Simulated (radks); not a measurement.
All-electron atom: the zirconium ion Zr4+ in [Kr]. All-electron calculation, Dirac Kohn-Sham, LDA (Slater exchange, Perdew-Zunger correlation), spin-unpolarised, spherical densities, point nucleus. Program: a radial shooting solver on a logarithmic mesh with Libxc functionals.

Unscreened Slater integrals over Kohn-Sham orbitals (eV). Large and small components are both included.

integral,value
"F0(4p3/2,4p3/2)",18.498
"F2(4p3/2,4p3/2)",9.7745
"F0(4p3/2,4p1/2)",18.682
"G2(4p3/2,4p1/2)",9.8548
"F0(4p3/2,4s1/2)",19.443
"G1(4p3/2,4s1/2)",13.157
"F0(4p3/2,3d5/2)",23.919
"F2(4p3/2,3d5/2)",5.5114
"G1(4p3/2,3d5/2)",1.7998
"G3(4p3/2,3d5/2)",1.7258
"F0(4p1/2,4p1/2)",18.874
"F0(4p1/2,4s1/2)",19.665
"G1(4p1/2,4s1/2)",13.409
"F0(4p1/2,3d5/2)",24.356
"G3(4p1/2,3d5/2)",1.7998
"F0(4s1/2,4s1/2)",20.580
"F0(4s1/2,3d5/2)",26.178
"G2(4s1/2,3d5/2)",2.2177
"F0(3d5/2,3d5/2)",54.712
"F2(3d5/2,3d5/2)",26.767
"F4(3d5/2,3d5/2)",16.964
